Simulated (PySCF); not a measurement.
Correlation energy of Al+ (aluminium, charge +1)

[Ne] 3s2, closed-shell 1S. Calculation: PySCF 2.14, in x2c-TZVPall; scalar relativity by spin-free X2C-1e. Frozen: [Ne]; 2 electrons correlated.

Total MP2 correlation energy: -27.12 mhartree.

Same-spin part 0.00 and opposite-spin part -27.12 mhartree; SCS-MP2 scales them by 1/3 and 6/5 to -32.54 mhartree.

With two correlated electrons CCSD is exact within the correlated space (frozen core and kept virtual orbitals).

```csv
level,correlation energy (mhartree)
CCSD,-39.10
```

Diagnostics: T1 = 0.0081, D1 = 0.0115, largest double amplitude 0.111.

Cost of the coupled-cluster step: 0.08 s of wall time on 1 thread of Neoverse-V2 (shared host), for 2 correlated electrons.

Iterations:

```
CC2 = 0
CCSD nocc = 1, nmo = 32
frozen orbitals [0, 1, 2, 3, 4]
max_cycle = 100
direct = 0
conv_tol = 1e-08
conv_tol_normt = 1e-06
diis_space = 8
diis_start_cycle = 0
Init t2, MP2 energy = -242.131867992614  E_corr(MP2) -0.0271184549017697
Init E_corr(CCSD) = -0.0271184549017918
cycle = 1  E_corr(CCSD) = -0.0340214791466036  dE = -0.00690302424  norm(t1,t2) = 0.0481783
cycle = 2  E_corr(CCSD) = -0.0367276235136389  dE = -0.00270614437  norm(t1,t2) = 0.0226312
cycle = 3  E_corr(CCSD) = -0.0391198265348298  dE = -0.00239220302  norm(t1,t2) = 0.0111519
cycle = 4  E_corr(CCSD) = -0.0390938661469263  dE = 2.59603879e-05  norm(t1,t2) = 0.00066055
cycle = 5  E_corr(CCSD) = -0.0391055044273216  dE = -1.16382804e-05  norm(t1,t2) = 5.85497e-05
cycle = 6  E_corr(CCSD) = -0.039101470387235  dE = 4.03404009e-06  norm(t1,t2) = 1.4611e-05
cycle = 7  E_corr(CCSD) = -0.0391023083546675  dE = -8.37967433e-07  norm(t1,t2) = 3.78306e-06
cycle = 8  E_corr(CCSD) = -0.0391022382418504  dE = 7.01128171e-08  norm(t1,t2) = 3.82605e-07
cycle = 9  E_corr(CCSD) = -0.0391022341401451  dE = 4.10170527e-09  norm(t1,t2) = 2.98763e-08
CCSD converged
E(CCSD) = -242.1438517718524  E_corr = -0.0391022341401451
```
